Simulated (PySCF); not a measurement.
Compound: CH11GeNSi2.
Structure used (PBE0-D3(BJ)/def2-SVP), in Å, numbered top down from 1:
```
atom  x, y, z in Å
Si1    1.806    0.160    1.089
C2     1.464   -1.106   -0.262
Ge3    0.181   -0.453   -1.582
N4    -1.033    0.636   -0.717
Si5   -2.192    0.154    0.479
H6     0.651    0.268    2.030
H7     3.012   -0.240    1.882
H8     2.074    1.505    0.492
H9     2.404   -1.355   -0.783
H10    1.090   -2.039    0.190
H11   -0.534   -1.626   -2.288
H12    0.882    0.445   -2.620
H13   -1.128    1.562   -1.121
H14   -3.592    0.037   -0.045
H15   -1.766   -1.193    0.970
H16   -2.232    1.112    1.629
```

Level of theory: TDDFT CAM-B3LYP/def2-SVPD, vertical, gas phase, core orbitals frozen in the response in PySCF 2.14.0, density-fitted response routines. The CAM-B3LYP/def2-SVPD calculation is non-relativistic and has no spin–orbit coupling, an omission that weighs most on germanium.

Ground-to-excited transition dipoles (e·a0, same axes as the geometry; the sign carries no meaning), for the states with f of 0.002 or more among the lowest 7:

```csv
state,E (eV),μx,μy,μz
S1,6.038,0.146,0.025,0.139
S2,6.965,-0.028,0.325,0.308
S3,7.088,0.370,0.057,0.221
S4,7.483,0.402,-0.042,0.040
S5,7.543,-0.146,-0.025,-0.186
S6,7.747,0.260,0.019,0.106
S7,7.861,0.065,-0.271,-0.344
```

(1) Work out the oscillator strengths.

(2) Which bond between heavy atoms lies closest to the direction of the S7 transition dipole?

(3) What angle do the transition dipoles of S4 and S5 make?

(4) How is the summed strength of these states shared among x, y and z?

Results:

(1) f = (2/3) ΔE |μ|² with ΔE in hartree (27.2114 eV).

| state | \|μ\|² (au) | \|μ\| (D) | f |
| --- | --- | --- | --- |
| S1 | 0.041 | 0.52 | 0.006 |
| S2 | 0.201 | 1.14 | 0.034 |
| S3 | 0.189 | 1.11 | 0.033 |
| S4 | 0.165 | 1.03 | 0.030 |
| S5 | 0.056 | 0.60 | 0.010 |
| S6 | 0.079 | 0.72 | 0.015 |
| S7 | 0.196 | 1.13 | 0.038 |

(2) Si1–C2, at 19° from it; next Ge3–N4 at 35°.

(3) |cos θ| = |μa·μb| / (|μa| |μb|) = 0.67, so θ ≈ 48° (taken between 0 and 90°, since the signs are arbitrary).

(4) (2/3) Σ ΔE μα² gives 0.074 for x, 0.033 for y and 0.059 for z, 0.167 in all.

All these states lie below the vertical ionisation energy of 9.17 eV (ΔSCF).

Time: 95 s of wall time. Hardware: one thread, Arm Neoverse V1, shared host.

One conformer stands for the species.

Without π bonds the low states may be Rydberg-like; a valence basis with one diffuse set may place them up to an eV too high.
